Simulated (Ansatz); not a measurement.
`C[CH]([AlH2])[GeH3]` + HI → `[GeH3][I]` + `C[CH2][AlH2]`  (ligand exchange at a Ge–C bond)

Calculated with Ansatz (gas phase, PBE0-D4/def2-TZVP geometries, no zero-point term in ΔE). CCSD(T)/CBS adds triple-zeta CCSD(T) − MP2 to the extrapolated MP2 energy (def2 sets, frozen cores). DFT in def2-TZVPP. B3LYP here is the variant with VWN-RPA as its local correlation; programs differ in this. Elements past krypton have def2 core potentials. For Ge, I outer-core shells are correlated without core-valence functions, which leaves a few kJ/mol of doubt a bond. Scalar relativity is left out up to krypton.

| level | ΔE (kJ/mol) | difference from CCSD(T)/CBS |
| --- | --- | --- |
| PBE-D4 | -88.8 | -3.9 |
| r2SCAN-D4 | -91.5 | -6.6 |
| PBE0-D4 | -92.5 | -7.6 |
| B3LYP-D4 | -92.8 | -7.9 |
| ωB97X-V | -91.1 | -6.2 |
| ωB97M-V | -90.4 | -5.5 |
| B2PLYP | -94.5 | -9.6 |
| PBE | -93.6 | -8.7 |
| r2SCAN | -93.1 | -8.2 |
| PBE0 | -96.8 | -11.9 |
| B3LYP | -100.4 | -15.5 |
| HF/def2-TZVPP | -112.6 | -27.7 |
| MP2/def2-TZVPP | -84.2 | 0.7 |
| SCS-MP2/def2-TZVPP | -86.3 | -1.4 |
| CCSD/def2-TZVPP | -83.8 | 1.1 |
| CCSD(T)/def2-TZVPP | -80.4 | 4.5 |
| HF/def2-QZVPP | -113.8 | -28.9 |
| MP2/def2-QZVPP | -87.2 | -2.3 |
| SCS-MP2/def2-QZVPP | -89.4 | -4.5 |
| HF/CBS(def2) | -113.9 | -29.0 |
| MP2/CBS(def2) | -88.8 | -3.9 |
| CCSD/CBS(def2) | -88.3 | -3.4 |
| CCSD(T)/CBS | -84.9 | 0 |

Largest T1 diagnostic among the species: 0.011.

The D4 term adds +7.6 kJ/mol with B3LYP and +4.3 kJ/mol with PBE0; it sums over pairs of atoms, weighted by their polarisabilities, and B3LYP, whose exchange is more repulsive, gets the larger term. From PBE to PBE0 (25 % exact exchange), in def2-TZVPP and without D4, ΔE moves by −3.2 kJ/mol.
